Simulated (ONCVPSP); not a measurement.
## Zr: one change to an ONCV potential, before and after

| Quantity | Value |
| --- | --- |
| Element | Zr (Z = 40) |
| Generator | ONCVPSP 4.0.1 |
| Type | optimised norm-conserving Vanderbilt (ONCV) |
| Functional | PBE |
| Relativity | scalar-relativistic |
| Frozen core | [Ar] 3d10 |
| Valence charge | 12 |
| Reference configuration | 4s2 4p6 4d2.5 5s1.5 |
| Partial waves | 4s+5s: rc 1.65 bohr, ncon 4, nbas 8, qcut 6 1/bohr, 2 projectors; 4p: rc 1.75 bohr, ncon 4, nbas 7, qcut 8.2 1/bohr, 2 projectors, debl 2.6 Ha; 4d: rc 2.65 bohr, ncon 3, nbas 8, qcut 6.7 1/bohr, 2 projectors, debl 4 Ha |
| Local potential | polynomial inside 1.30 bohr (lpopt 3, dvloc0 1 Ha) |
| Core correction | none |

Change: all radii scaled by about 1.09 (s 1.80, p 1.92, d 2.90 bohr); local potential polynomial inside 1.42 bohr (lpopt 3, dvloc0 1 Ha).

Cutoffs: the cutoffs (Ha) at which the residual kinetic energy of the hardest occupied pseudo-wave falls to 1 and 0.1 mHa per electron; they do not see the model core or the augmentation charge, which bear on the density cutoff. Errors are all-electron minus pseudo energies relative to the spin-unpolarised reference configuration.

Q: What does the change do?

A: The potential gets softer (20 Ha and 27 Ha → 15 Ha and 21 Ha); of the 4 tests that both files solve, the error grows in 3 and shrinks in 0 by more than 15 % and 0.3 meV (median size 1.3 → 1.8 meV); neither file shows a bound ghost. A larger radius leaves more room for a smooth pseudo-wave, so fewer plane waves are needed. More of the atom is replaced by a form fitted at one configuration, so other configurations suffer.

| quantity | base | changed |
| --- | --- | --- |
| cutoff, loose | 20 Ha | 15 Ha |
| cutoff, tight | 27 Ha | 21 Ha |
| loose cutoff by channel | s 16 Ha, p 20 Ha, d 12 Ha | s 14 Ha, p 15 Ha, d 11 Ha |
| bound ghosts | none | none |
| GHOST(+) flags under 300 eV | s at 238.3 eV | none |
| error for 4s2 4p6 4d2 5s2, meV [ΔE -0.51 eV] | +1.6 | +2.3 |
| error for 4s2 4p6 4d2 5s1, meV [ΔE 6.62 eV] | +0.1 | +0.1 |
| error for 4s2 4p6 4d2 5s0, meV [ΔE 19.56 eV] | -3.1 | -5.1 |
| error for 4s2 4p6 4d2 5s1.5, meV [ΔE 2.37 eV] | +1.0 | +1.3 |
